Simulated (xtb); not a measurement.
WO₂F, SMILES [O]=[W+](=[O])[F], charge +1, multiplicity 1. All values are semi-empirical tight-binding results from xtb (GFN2-xTB unless named), good for trends rather than for accurate numbers. The structure is a stationary point at GFN2-xTB. The spin state was assumed, not searched. The isomer is the one that the SMILES or the coordinates give; other isomers of the formula were not compared.

For metal compounds this method's bond lengths and energies can be far off.

```yaml
point_group_as_xtb_finds_it: Cs
orbital_gap: 2.03 eV
zero_point_energy: 3.4 kcal/mol
G − E(el) at 298.15 K (modified RRHO): -15.5 kcal/mol
```
